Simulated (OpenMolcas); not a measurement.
**Rh²⁺: the spin-orbit constant, worked from levels**

```yaml
Program: OpenMolcas 26.06
Basis: ANO-RCC-VDZ [6s5p3d]
Scalar_Hamiltonian: DKH2, point nucleus
Active_space: 7 electrons in 5 orbitals (4d)
State_averaging: 2S+1 = 4 even, 10 roots; 2S+1 = 2 even, 40 roots
Spin-orbit_coupling: state interaction with AMFI integrals over the reference wave functions, term energies averaged over their components
```

Methods: CASSCF; MS-CASPT2, IPEA 0.25 Eh, imaginary shift 0.1 Eh (closed shells correlated: 4s 4p). Measured levels: the list in Shadmi, J. Res. Natl. Bur. Stand. 70A, 435 (1966).

**The spin-orbit constant.** For the Hund term 4F of d7, E(J) = (A/2) J(J+1) + constant and ζ = -2S·A = -3A. From J = 3/2 to J = 9/2 the energy changes by 10.5 A.

| Source | E(9/2) - E(3/2) | A | ζ |
| --- | --- | --- | --- |
| CASSCF | -4527.5 | -431.2 | 1294 |
| MS-CASPT2 | -4445.6 | -423.4 | 1270 |
| measured | -4322.0 | -411.6 | 1235 |

All in cm-1. MS-CASPT2 is off by +2.9 % and CASSCF by +4.8 %. Both methods take the spin-orbit matrix elements from the reference wave functions, so the second can move ζ only through the term energies and any multistate remixing. Second-order mixing with other terms is absorbed into this ζ.

CASPT2 does not keep the components of a term degenerate, so their means are used; among the terms shown or strongly mixed into the levels shown the widest spread is 230 cm-1 (4d7 4F, MS-CASPT2). Levels of configurations with an s electron are missing; early in the row they begin among the upper levels of the d shell and mix with terms of their name. Without dynamic correlation excited terms often stand tens of per cent too high (terms of higher spin than the ground term too low), and those without a measured partner can miss by more than the paired ones (holds for CASSCF). Measured partners are found by configuration, term and J. A level has none where our copy of the source lacks it or the pairing is in doubt (some pairs that miss far off the trend of their configuration count as doubtful), and it then counts in no deviation. Levels of configurations outside the active space are missing.
